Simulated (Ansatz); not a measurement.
C₃H₈ClNSi, SMILES `C=CN(C)[SiH2]Cl`, relaxed with RKS PBE-D4/def2-SVP in the Gaussian-basis code of Ansatz from a rough embedded geometry. The force threshold is 0.03 eV/Å; the program also tests the step.

Charge 0, multiplicity 1.

Start:

```xyz
14

C    -0.864   -2.066    0.576
C    -0.522   -0.757    0.875
N    -0.106    0.262    0.028
C     0.182   -0.037   -1.464
Si    0.541    1.765    0.502
Cl    2.600    1.719    0.539
H    -0.865   -2.410   -0.434
H    -1.191   -2.671    1.347
H    -0.520   -0.435    1.946
H     0.286    0.878   -2.009
H     1.012   -0.665   -1.534
H    -0.718   -0.532   -1.835
H     0.098    2.849   -0.447
H     0.067    2.100    1.910
```

```json
{"step": "1", "energy (eV)": "-25107.4380", "largest force (eV/Å)": "4.021", "largest move (Å)": "0.000"}
{"step": "2", "energy (eV)": "-25107.8156", "largest force (eV/Å)": "1.729", "largest move (Å)": "0.140"}
{"step": "3", "energy (eV)": "-25107.8919", "largest force (eV/Å)": "0.429", "largest move (Å)": "0.092"}
{"step": "4", "energy (eV)": "-25107.8920", "largest force (eV/Å)": "0.462", "largest move (Å)": "0.133"}
{"step": "5", "energy (eV)": "-25107.8947", "largest force (eV/Å)": "0.262", "largest move (Å)": "0.151"}
{"step": "6", "energy (eV)": "-25107.9121", "largest force (eV/Å)": "0.074", "largest move (Å)": "0.085"}
{"step": "7", "energy (eV)": "-25107.9140", "largest force (eV/Å)": "0.044", "largest move (Å)": "0.039"}
{"step": "8", "energy (eV)": "-25107.9143", "largest force (eV/Å)": "0.041", "largest move (Å)": "0.025"}
{"step": "9", "energy (eV)": "-25107.9148", "largest force (eV/Å)": "0.016", "largest move (Å)": "0.010"}
```

End:

```xyz
14

C    -0.781   -2.003    0.555
C    -0.477   -0.720    0.858
N    -0.073    0.279   -0.032
C     0.054   -0.078   -1.438
Si    0.563    1.803    0.547
Cl    2.647    1.801    0.739
H    -0.713   -2.415   -0.462
H    -1.118   -2.678    1.353
H    -0.557   -0.375    1.903
H     0.328    0.813   -2.035
H     0.833   -0.857   -1.598
H    -0.908   -0.475   -1.828
H     0.229    2.856   -0.462
H    -0.027    2.048    1.900
```

Hardware: 2 threads of a server CPU on a shared host. Wall time 27 s, peak host memory 0.69 GiB.
